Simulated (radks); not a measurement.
Species: In VIII. Configuration: [Kr] 4d6. All-electron calculation, Dirac Kohn-Sham, exchange-only PBE, spin-unpolarised, spherical densities, finite nucleus; open shells fill j = l - 1/2 first; Fermi nuclear charge, rms radius 4.6156 fm. Program: a radial shooting solver on a logarithmic mesh with Libxc functionals.

Normalised radial functions P(r) = r R(r) (large component), r in bohr:

r           4s1/2    4p3/2    4d3/2
0.00116    0.0610   0.0009   0.0000
0.001703   0.0849   0.0018   0.0000
0.002521   0.1173   0.0039   0.0000
0.003701   0.1575   0.0081   0.0001
0.005434   0.2049   0.0165   0.0003
0.007978   0.2535   0.0330   0.0008
0.01181    0.2892   0.0649   0.0023
0.01733    0.2826   0.1203   0.0064
0.02545    0.1958   0.2087   0.0172
0.03736   -0.0024   0.3264   0.0439
0.05485   -0.2814   0.4320   0.1040
0.08118   -0.4785   0.4164   0.2240
0.1192    -0.3100   0.1415   0.4034
0.175      0.2801  -0.3641   0.5692
0.2569     0.7317  -0.6818   0.5267
0.3802     0.2316  -0.2414   0.0711
0.5582    -0.8845   0.7404  -0.6423
0.8195    -1.2764   1.2260  -1.0858
1.203     -0.6922   0.7998  -0.8945
1.78      -0.1459   0.2235  -0.3839
2.614     -0.0100   0.0229  -0.0748

4s1/2: eigenvalue -228.42 eV, 3 radial nodes at r = 0.0372, 0.149, 0.413 bohr, <r> = 0.827 bohr, 90 % of the charge inside 1.19 bohr. 4p3/2: eigenvalue -183.22 eV, 2 radial nodes at r = 0.134, 0.421 bohr, <r> = 0.892 bohr, 90 % of the charge inside 1.30 bohr. 4d3/2: eigenvalue -122.28 eV, 1 radial node at r = 0.396 bohr, <r> = 1.01 bohr, 90 % of the charge inside 1.52 bohr.
